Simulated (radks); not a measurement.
The numbers below are computed, except where a source is named.
Q: Radial electron density D(r) = 4 pi r^2 rho(r) of an atom or ion with 15 electrons. Code: a radial shooting solver on a logarithmic mesh with Libxc functionals. Model: non-relativistic Kohn-Sham, PBE, spin-polarised, spherical densities, point nucleus.

```
   r/bohr * D(r) (the largest magnitude, 22.6, reaches the edge; | marks zero)
 0.005348 |  *
 0.006744 |    *
 0.008505 |      *
  0.01073 |          *
  0.01363 |              *
   0.0172 |                    *
  0.02169 |                            *
  0.02735 |                                    *
  0.03477 |                                            *
  0.04384 |                                                  *
  0.05529 |                                                     *
  0.06973 |                                                   *
  0.08864 |                                             *
   0.1118 |                                       *
    0.141 |                                     *
   0.1778 |                                          *
    0.226 |                                                   *
    0.285 |                                                      *
   0.3595 |                                              *
   0.4533 |                              *
   0.5717 |                *
   0.7268 |           *
   0.9166 |           *
    1.156 |           *
    1.458 |       *
    1.853 |  *
    2.337 |*
    2.947 *
    3.717 *
```

What is the nuclear charge?

A: Z = 19. The innermost maximum, from 1s, lies near 1/Z = 0.0526 bohr (found: 0.0557), and its height grows with Z. The density is that of the potassium ion K4+ in [Ne] 3s2 3p3; the configuration itself is not fixed sharply by these data, and Z only to about a unit. D(r) has 3 maxima, at r = 0.0557, 0.274, 1.02 bohr, and minima at 0.132, 0.756 bohr, inside which lie 2.16, 10.41 electrons.
